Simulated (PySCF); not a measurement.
# Radial density of Ga²⁺ (gallium, charge +2)

UHF, [Ar] 3d10 4p1, 2P determinant (an excited configuration). Calculation: PySCF 2.14, in x2c-QZVPPall; scalar relativity by spin-free X2C-1e.

```json
{"r (bohr)": "0.000815", "4πr²ρ (e/bohr)": "0.2606", "4πr²(ρα − ρβ)": "0.0000"}
{"r (bohr)": "0.00137", "4πr²ρ (e/bohr)": "0.6568", "4πr²(ρα − ρβ)": "0.0000"}
{"r (bohr)": "0.00231", "4πr²ρ (e/bohr)": "1.621", "4πr²(ρα − ρβ)": "0.0000"}
{"r (bohr)": "0.00388", "4πr²ρ (e/bohr)": "3.866", "4πr²(ρα − ρβ)": "0.0000"}
{"r (bohr)": "0.00652", "4πr²ρ (e/bohr)": "8.677", "4πr²(ρα − ρβ)": "0.0000"}
{"r (bohr)": "0.0110", "4πr²ρ (e/bohr)": "17.55", "4πr²(ρα − ρβ)": "0.0001"}
{"r (bohr)": "0.0185", "4πr²ρ (e/bohr)": "29.76", "4πr²(ρα − ρβ)": "0.0005"}
{"r (bohr)": "0.0310", "4πr²ρ (e/bohr)": "37.91", "4πr²(ρα − ρβ)": "0.0024"}
{"r (bohr)": "0.0522", "4πr²ρ (e/bohr)": "33.51", "4πr²(ρα − ρβ)": "0.0095"}
{"r (bohr)": "0.0878", "4πr²ρ (e/bohr)": "32.04", "4πr²(ρα − ρβ)": "0.0231"}
{"r (bohr)": "0.148", "4πr²ρ (e/bohr)": "43.81", "4πr²(ρα − ρβ)": "0.0175"}
{"r (bohr)": "0.249", "4πr²ρ (e/bohr)": "28.73", "4πr²(ρα − ρβ)": "-0.0145"}
{"r (bohr)": "0.418", "4πr²ρ (e/bohr)": "23.33", "4πr²(ρα − ρβ)": "0.0291"}
{"r (bohr)": "0.703", "4πr²ρ (e/bohr)": "22.88", "4πr²(ρα − ρβ)": "-0.0037"}
{"r (bohr)": "1.18", "4πr²ρ (e/bohr)": "5.962", "4πr²(ρα − ρβ)": "0.0999"}
{"r (bohr)": "1.99", "4πr²ρ (e/bohr)": "0.8938", "4πr²(ρα − ρβ)": "0.4499"}
{"r (bohr)": "3.35", "4πr²ρ (e/bohr)": "0.2606", "4πr²(ρα − ρβ)": "0.2543"}
{"r (bohr)": "5.63", "4πr²ρ (e/bohr)": "0.009268", "4πr²(ρα − ρβ)": "0.0093"}
```

Densities and radii are taken from the X2C orbitals without a picture-change correction, which distorts them close to the nucleus.

(1) Where is the radial spin density 4πr²(ρα − ρβ) most negative, and why is it negative at all?

## Answers

(1) Around r = 0.249 bohr, down to -0.0145 e/bohr: exchange with the open shell polarises the paired shells in an unrestricted calculation.
